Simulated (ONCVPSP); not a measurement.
**Sb (Z = 51): excitation energies, all-electron against ONCV**

| Item | Value |
| --- | --- |
| Element | Sb (Z = 51) |
| Generator | ONCVPSP 4.0.1 |
| Type | optimised norm-conserving Vanderbilt (ONCV) |
| Functional | LDA (Perdew-Zunger) |
| Relativity | fully relativistic |
| Frozen core | [Kr] 4d10 |
| Valence charge | 5 |
| Reference configuration | 5s2 5p1 (charge +2) |
| Partial waves | 5s: rc 1.95 bohr, ncon 4, nbas 8, qcut 3.5 1/bohr, 2 projectors, debl 3.3 Ha; 5p: rc 2.05 bohr, ncon 3, nbas 7, qcut 4.7 1/bohr, 2 projectors, debl 2 Ha; d scattering state at 0.37 Ha: rc 2.10 bohr, ncon 4, nbas 8, qcut 5.3 1/bohr, 1 projector |
| Local potential | polynomial inside 1.60 bohr (lpopt 2, dvloc0 1 Ha) |
| Core correction | Teter function, fcfact 3, rcfact 1.7 |

Open shells are filled in proportion to 2j + 1.

Energies are relative to the spin-unpolarised reference configuration 5s2 5p1; without spin polarisation the order of configurations can differ from experiment.

```csv
valence configuration,charge,ΔE all-electron (eV),error AE − PS (meV)
5s2 5p3,0,-24.813,-221
5s0 5p5,0,-8.225,-271
```

Problem. What are ΔE and the potential's error for 5s2 5p0?

Solution. ΔE = 24.812 eV all-electron; the error (AE − PS) is -119 meV.

Problem. What are ΔE and the potential's error for 5s2 5p2?

Solution. ΔE = -16.275 eV all-electron; the error (AE − PS) is -74 meV.

Note: no bound ghost flagged; GHOST(+) flagged for s at 106.1 eV.
